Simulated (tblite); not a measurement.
Compound: C5H3ClOS.
Atom-mapped SMILES: `[O:1]=[C:2]([Cl:3])[c:4]1[cH:5][cH:6][cH:7][s:8]1` (hydrogens: H9 on C5; H10 on C6; H11 on C7)

Cartesian coordinates in Å at the GFN2-xTB level; atoms count from 1:
```
atom  x, y, z in Å
O1     2.6456    1.1403    1.0506
C2     2.0494    0.2899    0.4686
Cl3    2.9389   -1.0990   -0.2060
C4     0.6399    0.2064    0.2115
C5    -0.0941   -0.7507   -0.4525
C6    -1.4622   -0.4548   -0.4826
C7    -1.7578    0.7173    0.1541
S8    -0.3796    1.4859    0.8037
H9     0.3471   -1.6247   -0.8948
H10   -2.1998   -1.0788   -0.9536
H11   -2.7221    1.1709    0.2752
```

Computed with GFN2-xTB (tblite): harmonic, unscaled wavenumbers at the GFN2-xTB geometry, gas phase. Against measured fundamentals such values can be off by several per cent, at times by over 20. One conformer, not necessarily the lowest.

Harmonic wavenumbers (cm⁻¹): 54.2, 147.9, 152.4, 273.5, 406.0, 407.2, 489.7, 526.8, 629.4, 663.8, 735.4, 757.1, 761.6, 830.9, 859.6, 864.3, 1063.6, 1078.4, 1149.8, 1191.3, 1356.6, 1417.1, 1521.9, 1789.8, 3137.7, 3149.6, 3161.3.

A = 3129, B = 1049, C = 785.4 MHz; mass 145.959 u (most abundant isotopes); point group Cs, symmetry number 1.

Problem. What is the zero-point energy?

Solution. ½Σν̃ = 14288 cm⁻¹ = 170.93 kJ/mol.

Problem. Give the ideal-gas entropy at 500 K and 1 bar in the rigid-rotor, harmonic-oscillator model (classical rotation).

Solution. Translation 181.75, rotation 128.67, vibration 126.56: S = 437.0 J/(mol K).

Problem. And Cp and H(500 K) − H(0)?

Solution. Cp = 163.40 J/(mol K), of which vibrations give 130.14 (their classical limit is 27 R = 224.5); H(500 K) − H(0) = 50.37 kJ/mol without the zero-point energy, 33.74 from vibrations.

Problem. How do the functions run with temperature in this model?

Solution. 
```
T (K)  S (J/(mol K))  Cp (J/(mol K))  H − H(0) (kJ/mol)  G − H(0) (kJ/mol)  ln q(vib)
  100          275.5            57.7               4.45             -23.10       0.89
  200          324.1            86.9              11.62             -53.19       2.31
  300          365.2           117.6              21.88             -87.69       3.86
  800          522.7           199.9             105.52            -312.66      11.79
 1000          568.9           213.7             146.97            -421.94      14.64
```

q(vib) and H(0) count from the zero-point level.

Problem. Blend soft modes into free rotors: weight 1/[1 + (100 cm⁻¹/ν̃)⁴] for the oscillator and the rest for a rotor with moment μB/(μ + B), μ = h/(8π²ν), B = 10⁻⁴⁴ kg m². What vibrational entropy results?

Solution. 119.03 J/(mol K) in place of 126.56, which changes −T·S at 500 K by +3.77 kJ/mol.

Problem. Which modes carry the vibrational entropy at 500 K?

Solution. 54.2 cm⁻¹: 23.77; 147.9 cm⁻¹: 15.48; 152.4 cm⁻¹: 15.23; 273.5 cm⁻¹: 10.52; 406.0 cm⁻¹: 7.48; 407.2 cm⁻¹: 7.46 J/(mol K); the other 21 give 46.62 together.

Hindered rotation and anharmonicity are outside this model. Other conformers, if any are populated, would add a mixing term that is left out.

Run on one thread of an x86-64 server, no GPU (shared host). This covers the Hessian and the dipole derivatives.
